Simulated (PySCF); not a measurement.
## Broadened absorption spectrum of ClFH7PSi3

Compound: ClFH7PSi3.
Atom-mapped SMILES: `[F:1][Si@@H:2]([Cl:3])[P:4]([SiH3:5])[SiH3:6]` (hydrogens: H7 on Si2; H8, H9, H10 on Si5; H11, H12, H13 on Si6)

Computed with TDDFT B3LYP/def2-SVPD, vertical, gas phase, core orbitals frozen in the response in PySCF 2.14.0, density-fitted response routines. Geometry: GFN2-xTB, one conformer, isolated molecule. Torsions of this conformer, `[F:1][Si@@H:2]([Cl:3])[P:4]([SiH3:5])[SiH3:6]`: F1–Si2–P4–Si5 -60°.

Computed states:

```csv
state,E (eV),f
S1,5.31,0.0082
S2,5.90,0.050
S3,5.92,0.0050
S4,6.09,0.045
S5,6.29,0.054
S6,6.68,0.0029
S7,6.76,0.039
S8,7.03,0.022
```

Broadening: Gaussians 0.4 eV wide at half height, area fixed by f = 4.319×10⁻⁹ ∫ε dν̃. The width is an assumption, not a result. The curve ends short of the highest state used, and states not computed would add to its high-energy end.

(1) Give the broadened spectrum and its maxima.

(2) On this curve, what absorbance would a 10⁻⁴ mol/L sample give at 254 nm over a 1 cm path?

(3) Coming from long wavelengths, where does ε first pass 100 L mol⁻¹ cm⁻¹?

Results:

(1) 
λ (nm), ε (L mol⁻¹ cm⁻¹) and a bar:
```
    192.9       3506 ###############
    194.5       4243 ###################
    196.2       5055 ######################
    197.8       5728 #########################
    199.4       6251 ###########################
    201.1       6628 #############################
    202.7       6825 ##############################
    204.4       6874 ##############################
    206.0       6758 #############################
    207.6       6468 ############################
    209.3       5962 ##########################
    210.9       5315 #######################
    212.5       4547 ####################
    214.2       3673 ################
    215.8       2871 #############
    217.5       2112 #########
    219.1       1528 #######
    220.7       1090 #####
    222.4        776 ###
    224.0        604 ###
    225.6        522 ##
    227.3        502 ##
    228.9        517 ##
    230.6        543 ##
    232.2        561 ##
    233.8        561 ##
    235.5        539 ##
    237.1        498 ##
    238.7        442 ##
    240.4        373 ##
    242.0        305 #
    243.7        237 #
    245.3        180 #
    246.9        133 #
    248.6         92 
    250.2         64 
    251.8         42 
    253.5         27 
    255.1         17 
    256.7         10 
    258.4          6 
    260.0          4 
    261.7          2 
    263.3          1
```

Maxima: 233 nm (5.32 eV), ε about 560, made up of S1 (98%); 204 nm (6.08 eV), ε about 6900, made up of S2 (29%), S4 (44%) and S5 (24%) (ε in L mol⁻¹ cm⁻¹; maxima over ε = 5, shares over 10%).

(2) 254 nm is 4.881 eV, where ε is about 23 L mol⁻¹ cm⁻¹, so A = ε c l ≈ 0.0023 (Beer–Lambert, with the gas-phase spectrum and the assumed width).

(3) At about 248 nm (5.00 eV), 0.31 eV below S1.
